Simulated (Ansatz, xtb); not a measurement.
# Relative energy of two isomers of C2H8AlN

Structure I: `CC[NH][AlH2]`, a singlet. Structure II: `C[N](C)[AlH2]`, a singlet. Both are isolated molecules in the gas phase, relaxed with r2SCAN-D4/def2-SVP; the shapes shown needn't be the lowest conformers.

I (Å):

```xyz
12

C    -1.7330    2.0281    2.2116
C    -1.8104    0.6731    1.5157
Al    0.5784   -0.8711    0.8200
N    -0.6627    0.3964    0.6657
H    -1.6718    2.8467    1.4745
H    -0.8385    2.0877    2.8521
H    -2.6223    2.2075    2.8375
H    -1.8808   -0.1266    2.2744
H    -2.7517    0.6183    0.9322
H    -0.5940    1.0736   -0.0938
H     1.7312   -0.8921   -0.2703
H     0.4400   -1.8893    2.0298
```

II (Å):

```csv
atom,x (Å),y (Å),z (Å)
C,-1.7882,1.0707,2.5326
C,-1.1436,1.3425,0.2300
Al,0.2710,-0.7056,1.6420
N,-0.9255,0.6116,1.4624
H,-1.6260,2.1445,2.7575
H,-1.6038,0.5022,3.4577
H,-2.8602,0.9552,2.2726
H,-0.4782,0.9762,-0.5676
H,-2.1885,1.2402,-0.1274
H,-0.9526,2.4275,0.3581
H,1.1337,-1.0805,0.3638
H,0.3783,-1.3983,3.0658
```

Problem. Which of the two would you expect CCSD(T)/def2-SVP + ΔMP2/def2-TZVPP electronic energies to favour?

Solution. Structure I; the calculation gives E(II) − E(I) = +0.354 eV.

Level by level:

```
                             level            geometry  E(II) − E(I) (eV)  departure from the last row (eV)  job, with rough time for the two
                          GFN2-xTB            GFN2-xTB              +0.164                            −0.190              optimisation, 0.35 s
                         HF/STO-3G            GFN2-xTB              −0.046                            −0.400              single point, 0.55 s
      r2SCAN-D4/def2-SVP//GFN2-xTB            GFN2-xTB              +0.156                            −0.198               single point, 4.1 s
                r2SCAN-D4/def2-SVP  r2SCAN-D4/def2-SVP              +0.326                            −0.029                optimisation, 59 s
                       HF/def2-SVP  r2SCAN-D4/def2-SVP              +0.356                            +0.002           part of the CCSD(T) run
                      MP2/def2-SVP  r2SCAN-D4/def2-SVP              +0.351                            −0.004           part of the CCSD(T) run
                  CCSD(T)/def2-SVP  r2SCAN-D4/def2-SVP              +0.330                            −0.025                      single point
CCSD(T)/def2-SVP + ΔMP2/def2-TZVPP  r2SCAN-D4/def2-SVP              +0.354                                                  single point, 28 s
```

As drawn, II has 1 C–N, 1 C–H in place of 1 C–C, 1 N–H.

HF/STO-3G puts the two in the other order. The largest departure from CCSD(T)/def2-SVP + ΔMP2/def2-TZVPP is that of HF/STO-3G, 0.400 eV. The last row adds to CCSD(T) the change of the MP2 difference between the two basis sets, here +0.025 eV.

With harmonic frequencies from r2SCAN-D4/def2-SVP (ideal gas, rigid rotor, one conformer each, 298.15 K, 1 atm): on the last row, ΔE + ΔZPE = +0.341, ΔH = +0.340, ΔG = +0.373 eV.

The correlated steps freeze 8 core orbitals. Mirror images aren't counted in ΔG. Codes used: Ansatz 0.2.0, xtb 6.7.1; the last row on 2 threads of Intel(R) Xeon(R) Processor @ 2.70GHz on a shared host.
